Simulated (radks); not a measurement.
Results of a calculation; reference values are marked as such.
Coulomb parameter of the 4f shell of the gadolinium ion Gd+ in the model configuration [Xe] 4f6.5 5d1 6s1.5, as a second difference U = [E(n + 0.5) + E(n - 0.5) - 2 E(n)] / (0.5)^2 with all orbitals relaxed. "Bare": the charge of the atom changes with n. "Screened": the 6s shell takes up the change at fixed total charge, which measures U(4f,4f) + U(6s,6s) - 2 U(4f,6s). Code: a radial shooting solver on a logarithmic mesh with Libxc functionals. Model: Dirac Kohn-Sham, LDA (Slater exchange, Perdew-Wang correlation), spin-unpolarised, spherical densities, finite nucleus; open shells are shared between the two j in proportion to 2j + 1; Fermi nuclear charge, rms radius 5.1569 fm.

case,configuration,E - E(n) (eV)
start,[Xe] 4f6.5 5d1 6s1.5,0.000
bare +0.5,[Xe] 4f7 5d1 6s1.5,-7.881
bare -0.5,[Xe] 4f6 5d1 6s1.5,11.996
screened +0.5,[Xe] 4f7 5d1 6s1,-3.796
screened -0.5,[Xe] 4f6 5d1 6s2,5.756

U(bare) = 16.461 eV, U(screened by 6s) = 7.839 eV, against the Slater integral F0(4f,4f) = 30.141 eV with frozen orbitals.
